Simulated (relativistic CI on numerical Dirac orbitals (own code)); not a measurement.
Method of calculation: Dirac-Coulomb-Breit CI, separate exchange-only KLI orbitals for each configuration, model QED (radiative potential, 1s self-energy scaled to tabulated hydrogen-like ionisation energies), unscaled Slater integrals (own radial code, finite nucleus).

The strongest absorption lines from the ground level of an ion, among the configurations computed and to levels below about 2150 eV (vacuum wavelength in nm, gf): 0.73406 (0.43), 0.79567 (1.1), 0.85015 (0.041), 0.89064 (6.7), 0.91747 (0.97), 0.93890 (0.39), 1.1294 (0.31), 1.1437 (0.12).

Q: Which ion is it?
A. Eu35+
B. Dy38+
C. La29+
D. Nd32+

A: A. Eu35+ has 28 electrons and the ground level 3s²3p⁶3d¹⁰ ¹S0; the strongest line goes to 3s²3p⁶3d⁹4f ¹P°1. The pattern of lines fixes the number of electrons, and along that sequence the line energies rise steadily with the charge (about as its square where n changes within one kind of shell, about linearly where n is kept but much faster in heavy ions where fine structure, which grows about as Z⁴, sets the gap, and irregularly where shells cross), which fixes Z. Configurations outside the model, such as inner-shell arrays, can give stronger lines. At this charge energies of transitions that change n are usually good to better than 1 %, and those within a shell (Δn = 0) to a few per cent.

LS names give the leading component of a level, which can be under half, so a name can repeat, a term be missing and a line seem to break the LS rules.
